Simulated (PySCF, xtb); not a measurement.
BClH4OSi, SMILES ClBO[SiH3]. Atoms are numbered in the order given.

```xyz
8

B     -1.0377    -0.7300     0.0000
Cl     0.4523    -1.7083     0.0000
H     -2.0965    -1.3000     0.0000
O     -0.9627     0.6071     0.0000
Si     0.3673     1.6595     0.0000
H     -0.2065     3.0290     0.0000
H      1.1812     1.4356     1.2252
H      1.1812     1.4356    -1.2252
```

Coordinates come from a r2SCAN-D4/def2-SVP optimisation. One conformer was computed; it need not be the lowest.

Level of theory: PySCF 2.14.0 with C-PCM-PBE0/def2-SVP.

The values are the electrostatic part of the solvation free energy, E(continuum) − E(gas) at the gas-phase geometry, in a cavity of scaled van der Waals radii (PySCF's table); cavitation and dispersion terms are not included. In vacuum the orbital gap is 8.46 eV. The dipole moment in vacuum is 1.33 D.

| solvent | ε | ΔG(elec) (kcal/mol) | dipole (D) | gap (eV) |
|---|---|---|---|---|
| water | 78.36 | -1.2 | 1.58 | 8.55 |
| cyclohexanone | 15.62 | -1.1 | 1.56 | 8.55 |
| tetrahydrofuran | 7.43 | -1.0 | 1.54 | 8.54 |

For comparison, GFN2-xTB/ALPB(water) (xtb, at the GFN2-xTB geometry, all terms of that model) gives -0.4 kcal/mol.
